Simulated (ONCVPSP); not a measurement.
Plane-wave convergence, ONCV potential for zinc (Zn)

- Element: zinc
- Generator: ONCVPSP 4.0.1
- Type: optimised norm-conserving Vanderbilt (ONCV)
- Functional: PBEsol
- Relativity: scalar-relativistic
- Frozen core: [Ar]
- Valence charge: 12
- Reference configuration: 3d10 4s2
- Partial waves: 4s: rc 2.15 bohr, ncon 4, nbas 9, qcut 2.9 1/bohr, 3 projectors, debl 1.1 Ha; p scattering state at 0.36 Ha: rc 2.25 bohr, ncon 3, nbas 7, qcut 3.9 1/bohr, 2 projectors, debl 2.6 Ha; 3d: rc 1.20 bohr, ncon 3, nbas 8, qcut 12.6 1/bohr, 2 projectors, debl 2.9 Ha
- Local potential: polynomial inside 0.75 bohr (lpopt 5, dvloc0 0 Ha)
- Core correction: Teter function, fcfact 5.5, rcfact 1.25

In the p channel the program set the typed energies aside and used 0.050, 2.650 Ha.

Task: For each optimised wave give the share of its norm inside rc, the residual kinetic energy above qcut (Ha) and the cutoffs (Ha) for errors of 10, 1, 0.1 and 0.01 mHa per electron.

Result:

```csv
wave,norm inside rc,residual KE,10 mHa,1 mHa,0.1 mHa,0.01 mHa
4s,0.372,2.0e-03,2.6,6.6,44.3,53.0
s projector 2,0.249,1.2e-02,4.3,9.5,28.7,50.0
s projector 3,0.130,6.1e-02,5.5,11.9,31.8,69.5
p projector 1,0.301,3.6e-05,1.3,3.8,6.7,18.3
p projector 2,0.162,3.5e-03,6.7,9.2,27.6,43.3
3d,0.778,7.0e-06,55.4,64.2,71.5,77.9
d projector 2,0.067,1.2e-05,52.7,64.0,72.8,82.3
```

The occupied waves need 64 Ha and 71 Ha for 1 and 0.1 mHa. Note: ghosts flagged at negative energy: s at -71.9 eV; GHOST(+) flagged for p at 41.9 eV. A true bound ghost makes a file unfit for plane-wave use. Its largest configuration-test error is -356 meV.
